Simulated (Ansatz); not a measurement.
Nudged elastic band run: Cl₃FH₂Si

Input file:

```yaml
crystal:
  periodic: [false, false, false]
  atoms:
    - { symbol: Si, position_ang: [-0.429368, -0.42744, -0.566654] }
    - { symbol: H, position_ang: [0.989207, -0.628624, -0.897325] }
    - { symbol: Cl, position_ang: [-1.564041, -1.878308, -1.45453] }
    - { symbol: Cl, position_ang: [-0.702254, -0.605366, 1.479121] }
    - { symbol: Cl, position_ang: [-1.098527, 1.404013, -1.158821] }
    - { symbol: H, position_ang: [1.120435, 0.879557, 1.614553] }
    - { symbol: F, position_ang: [1.684549, 1.256267, 0.983658] }
basis:
  gaussian: { orbitals: def2-SVP }
hamiltonian:
  xc: pbe0
neb:
  order_check: false
  images: 7
  f_tol: 0.03
  max_iterations: 60
  initial_path: linear
  final_atoms:
    - { symbol: Si, position_ang: [-0.91689188, -0.12640537, 0.407893] }
    - { symbol: H, position_ang: [2.38677268, 0.28363871, -1.30596327] }
    - { symbol: Cl, position_ang: [-0.56583003, -1.81121393, -0.66330237] }
    - { symbol: Cl, position_ang: [-2.55625089, -0.35711509, 1.57880837] }
    - { symbol: Cl, position_ang: [-1.13940666, 1.47071055, -0.82044013] }
    - { symbol: H, position_ang: [2.44648091, 0.40036876, -0.55663859] }
    - { symbol: F, position_ang: [0.34512688, 0.14011536, 1.359645] }
```

Command:

```bash
$ ansatz run input.yaml --threads 2 --pin off --max-ram 3072MiB --backend cpu --events-out ev --progress --plain --runs-dir out
```

Output, in part (warnings, iteration lines, the closing report on the highest movable image, with atoms numbered from 0):

```
NEB end point (image 0): max|allowed force component| = 1.082e-2 eV/Å (the criterion of neb.relax_end_points is 1.000e-2)
NEB end point (image 8): max|allowed force component| = 2.591e-2 eV/Å (the criterion of neb.relax_end_points is 1.000e-2)
NEB iter   1: max|band force component| = 6.077e0 eV/Å  barrier→ = 7.2162 eV  barrier← = 8.1399 eV  Δτ_max = 0.2000 Å  (240 SCF iters)
NEB iter   2: max|band force component| = 5.977e0 eV/Å  barrier→ = 5.3854 eV  barrier← = 6.3091 eV  Δτ_max = 0.2000 Å  (212 SCF iters)
NEB iter   3: max|band force component| = 7.551e0 eV/Å  barrier→ = 3.6861 eV  barrier← = 4.6098 eV  Δτ_max = 0.1019 Å  (201 SCF iters)
NEB iter   4: max|band force component| = 3.448e0 eV/Å  barrier→ = 3.0169 eV  barrier← = 3.9406 eV  Δτ_max = 0.1010 Å  (193 SCF iters)
NEB iter   5: max|band force component| = 2.797e0 eV/Å  barrier→ = 2.5760 eV  barrier← = 3.4998 eV  Δτ_max = 0.2000 Å  (177 SCF iters)
NEB iter   6: max|band force component| = 3.196e0 eV/Å  barrier→ = 2.1208 eV  barrier← = 3.0446 eV  Δτ_max = 0.2000 Å  (189 SCF iters)
NEB iter   7: max|band force component| = 2.132e0 eV/Å  barrier→ = 1.4738 eV  barrier← = 2.3975 eV  Δτ_max = 0.2000 Å  (179 SCF iters)
NEB iter   8: max|band force component| = 1.987e0 eV/Å  barrier→ = 1.3747 eV  barrier← = 2.2985 eV  Δτ_max = 0.2000 Å  (185 SCF iters)
NEB iter   9: max|band force component| = 9.284e-1 eV/Å  barrier→ = 1.0697 eV  barrier← = 1.9934 eV  Δτ_max = 0.1416 Å  (182 SCF iters)
NEB iter  10: max|band force component| = 9.316e-1 eV/Å  barrier→ = 1.0015 eV  barrier← = 1.9252 eV  Δτ_max = 0.0716 Å  (181 SCF iters)
NEB iter  11: max|band force component| = 8.345e-1 eV/Å  barrier→ = 1.0006 eV  barrier← = 1.9244 eV  CI = image 4  Δτ_max = 0.1446 Å  (180 SCF iters)
NEB iter  12: max|band force component| = 6.264e-1 eV/Å  barrier→ = 1.3150 eV  barrier← = 2.2388 eV  CI = image 4  Δτ_max = 0.1417 Å  (179 SCF iters)
NEB iter  13: max|band force component| = 1.164e0 eV/Å  barrier→ = 1.5807 eV  barrier← = 2.5044 eV  CI = image 4  Δτ_max = 0.0703 Å  (181 SCF iters)
NEB iter  14: max|band force component| = 8.648e-1 eV/Å  barrier→ = 1.5190 eV  barrier← = 2.4427 eV  CI = image 4  Δτ_max = 0.1294 Å  (166 SCF iters)
NEB iter  15: max|band force component| = 3.631e-1 eV/Å  barrier→ = 1.4859 eV  barrier← = 2.4096 eV  CI = image 4  Δτ_max = 0.0653 Å  (175 SCF iters)
NEB iter  16: max|band force component| = 2.631e-1 eV/Å  barrier→ = 1.4728 eV  barrier← = 2.3965 eV  CI = image 4  Δτ_max = 0.0784 Å  (171 SCF iters)
NEB iter  17: max|band force component| = 1.923e-1 eV/Å  barrier→ = 1.4659 eV  barrier← = 2.3896 eV  CI = image 4  Δτ_max = 0.0780 Å  (167 SCF iters)
NEB iter  18: max|band force component| = 1.525e-1 eV/Å  barrier→ = 1.4589 eV  barrier← = 2.3826 eV  CI = image 4  Δτ_max = 0.0392 Å  (171 SCF iters)
NEB iter  19: max|band force component| = 1.214e-1 eV/Å  barrier→ = 1.4552 eV  barrier← = 2.3789 eV  CI = image 4  Δτ_max = 0.0390 Å  (164 SCF iters)
NEB iter  20: max|band force component| = 9.264e-2 eV/Å  barrier→ = 1.4520 eV  barrier← = 2.3758 eV  CI = image 4  Δτ_max = 0.0390 Å  (165 SCF iters)
NEB iter  21: max|band force component| = 7.495e-2 eV/Å  barrier→ = 1.4499 eV  barrier← = 2.3736 eV  CI = image 4  Δτ_max = 0.0390 Å  (166 SCF iters)
NEB iter  22: max|band force component| = 9.318e-2 eV/Å  barrier→ = 1.4483 eV  barrier← = 2.3720 eV  CI = image 4  Δτ_max = 0.0390 Å  (170 SCF iters)
NEB iter  23: max|band force component| = 1.054e-1 eV/Å  barrier→ = 1.4473 eV  barrier← = 2.3711 eV  CI = image 4  Δτ_max = 0.0776 Å  (170 SCF iters)
NEB iter  24: max|band force component| = 1.031e-1 eV/Å  barrier→ = 1.4465 eV  barrier← = 2.3702 eV  CI = image 4  Δτ_max = 0.1544 Å  (169 SCF iters)
NEB iter  25: max|band force component| = 6.222e-2 eV/Å  barrier→ = 1.4459 eV  barrier← = 2.3696 eV  CI = image 4  Δτ_max = 0.1545 Å  (177 SCF iters)
NEB iter  26: max|band force component| = 6.663e-2 eV/Å  barrier→ = 1.4456 eV  barrier← = 2.3693 eV  CI = image 4  Δτ_max = 0.0774 Å  (182 SCF iters)
NEB iter  27: max|band force component| = 8.276e-2 eV/Å  barrier→ = 1.4455 eV  barrier← = 2.3692 eV  CI = image 4  Δτ_max = 0.0391 Å  (178 SCF iters)
NEB iter  28: max|band force component| = 4.180e-2 eV/Å  barrier→ = 1.4454 eV  barrier← = 2.3692 eV  CI = image 4  Δτ_max = 0.0775 Å  (166 SCF iters)
NEB iter  29: max|band force component| = 3.865e-2 eV/Å  barrier→ = 1.4454 eV  barrier← = 2.3691 eV  CI = image 4  Δτ_max = 0.0776 Å  (173 SCF iters)
NEB iter  30: max|band force component| = 4.481e-2 eV/Å  barrier→ = 1.4454 eV  barrier← = 2.3691 eV  CI = image 4  Δτ_max = 0.0389 Å  (171 SCF iters)
NEB iter  31: max|band force component| = 5.066e-2 eV/Å  barrier→ = 1.4454 eV  barrier← = 2.3691 eV  CI = image 4  Δτ_max = 0.0195 Å  (161 SCF iters)
NEB iter  32: max|band force component| = 4.393e-2 eV/Å  barrier→ = 1.4454 eV  barrier← = 2.3691 eV  CI = image 4  Δτ_max = 0.0195 Å  (158 SCF iters)
NEB iter  33: max|band force component| = 4.123e-2 eV/Å  barrier→ = 1.4454 eV  barrier← = 2.3691 eV  CI = image 4  Δτ_max = 0.0195 Å  (159 SCF iters)
NEB iter  34: max|band force component| = 4.088e-2 eV/Å  barrier→ = 1.4454 eV  barrier← = 2.3691 eV  CI = image 4  Δτ_max = 0.0389 Å  (157 SCF iters)
NEB iter  35: max|band force component| = 5.114e-2 eV/Å  barrier→ = 1.4454 eV  barrier← = 2.3691 eV  CI = image 4  Δτ_max = 0.0773 Å  (160 SCF iters)
NEB iter  36: max|band force component| = 8.079e-2 eV/Å  barrier→ = 1.4454 eV  barrier← = 2.3691 eV  CI = image 4  Δτ_max = 0.0774 Å  (168 SCF iters)
NEB iter  37: max|band force component| = 8.875e-2 eV/Å  barrier→ = 1.4454 eV  barrier← = 2.3691 eV  CI = image 4  Δτ_max = 0.0775 Å  (171 SCF iters)
NEB iter  38: max|band force component| = 8.968e-2 eV/Å  barrier→ = 1.4454 eV  barrier← = 2.3691 eV  CI = image 4  Δτ_max = 0.0777 Å  (169 SCF iters)
NEB iter  39: max|band force component| = 7.604e-2 eV/Å  barrier→ = 1.4454 eV  barrier← = 2.3691 eV  CI = image 4  Δτ_max = 0.1544 Å  (168 SCF iters)
NEB iter  40: max|band force component| = 7.251e-2 eV/Å  barrier→ = 1.4454 eV  barrier← = 2.3691 eV  CI = image 4  Δτ_max = 0.1560 Å  (160 SCF iters)
NEB iter  41: max|band force component| = 8.175e-2 eV/Å  barrier→ = 1.4454 eV  barrier← = 2.3691 eV  CI = image 4  Δτ_max = 0.0773 Å  (161 SCF iters)
NEB iter  42: max|band force component| = 1.018e-1 eV/Å  barrier→ = 1.4454 eV  barrier← = 2.3691 eV  CI = image 4  Δτ_max = 0.0391 Å  (159 SCF iters)
NEB iter  43: max|band force component| = 8.616e-2 eV/Å  barrier→ = 1.4454 eV  barrier← = 2.3691 eV  CI = image 4  Δτ_max = 0.0389 Å  (156 SCF iters)
NEB iter  44: max|band force component| = 5.497e-2 eV/Å  barrier→ = 1.4454 eV  barrier← = 2.3691 eV  CI = image 4  Δτ_max = 0.0389 Å  (151 SCF iters)
NEB iter  45: max|band force component| = 4.651e-2 eV/Å  barrier→ = 1.4454 eV  barrier← = 2.3691 eV  CI = image 4  Δτ_max = 0.0774 Å  (153 SCF iters)
NEB iter  46: max|band force component| = 5.505e-2 eV/Å  barrier→ = 1.4454 eV  barrier← = 2.3691 eV  CI = image 4  Δτ_max = 0.0778 Å  (167 SCF iters)
NEB iter  47: max|band force component| = 6.135e-2 eV/Å  barrier→ = 1.4454 eV  barrier← = 2.3691 eV  CI = image 4  Δτ_max = 0.0776 Å  (156 SCF iters)
NEB iter  48: max|band force component| = 5.891e-2 eV/Å  barrier→ = 1.4454 eV  barrier← = 2.3691 eV  CI = image 4  Δτ_max = 0.0774 Å  (141 SCF iters)
NEB iter  49: max|band force component| = 5.064e-2 eV/Å  barrier→ = 1.4454 eV  barrier← = 2.3691 eV  CI = image 4  Δτ_max = 0.0775 Å  (137 SCF iters)
NEB iter  50: max|band force component| = 4.033e-2 eV/Å  barrier→ = 1.4454 eV  barrier← = 2.3691 eV  CI = image 4  Δτ_max = 0.0771 Å  (144 SCF iters)
NEB iter  51: max|band force component| = 2.876e-2 eV/Å  barrier→ = 1.4454 eV  barrier← = 2.3691 eV  CI = image 4  Δτ_max = 0.0000 Å  (325 SCF iters)
Total energy: -48162.98447171 eV, -1769.9570332919 hartree
Atom 0 at    -0.334458     0.017075    -0.056411 Å, force    -0.000025     0.000001    -0.000013 eV/Å
Atom 1 at     1.087412    -0.840742    -0.281751 Å, force     0.000006    -0.000011    -0.000002 eV/Å
Atom 2 at    -1.184925    -1.538913    -1.147101 Å, force    -0.000001    -0.000002     0.000010 eV/Å
Atom 3 at    -1.330841    -0.129810     1.721025 Å, force     0.000000    -0.000003    -0.000005 eV/Å
Atom 4 at    -0.740746     1.627477    -1.246029 Å, force     0.000002     0.000006     0.000002 eV/Å
Atom 5 at     1.425302    -0.074300     0.239448 Å, force     0.000010     0.000022     0.000009 eV/Å
Atom 6 at     1.078257     0.939312     0.770821 Å, force     0.000007    -0.000012     0.000000 eV/Å
Dipole moment:     0.329187    -0.108055     0.001458 e Å
```

The run converged. A structure lower than the last end lies on the path between it and the top, so the climb from that side starts below the end, which may itself be a saddle point or a shallow side well. Neighbouring images differ by up to 1.9 eV, so the band resolves the path poorly. Another band between the same ends (7 images) ends at a top of the same energy, where a vibrational analysis finds 1 clearly imaginary mode. The orbitals stay closed-shell, which can raise the energy where a bond breaks towards radicals; this wasn't checked here.

Final band (atoms are numbered from 1 in the order of the input):

```tsv
image	path coordinate (Å)	energy (kcal/mol)	Si1–H2 (Å)	H6–F7 (Å)	Si1–F7 (Å)
0	0.00	0.0	1.47	0.93	3.12
1	1.12	0.8	1.47	0.92	3.12
2	2.25	1.3	1.47	0.92	3.04
3	3.37	5.1	1.48	0.93	2.82
4	4.49	33.3	1.68	1.20	1.88
5	5.85	-10.1	2.77	1.93	1.61
6	7.21	-21.4	4.08	2.44	1.61
7	8.57	-21.5	4.44	2.54	1.61
8	9.93	-21.3	3.74	2.86	1.60
```

The run took 10 min on 2 threads of Arm Neoverse V2, on a shared host, peak memory 0.21 GiB.
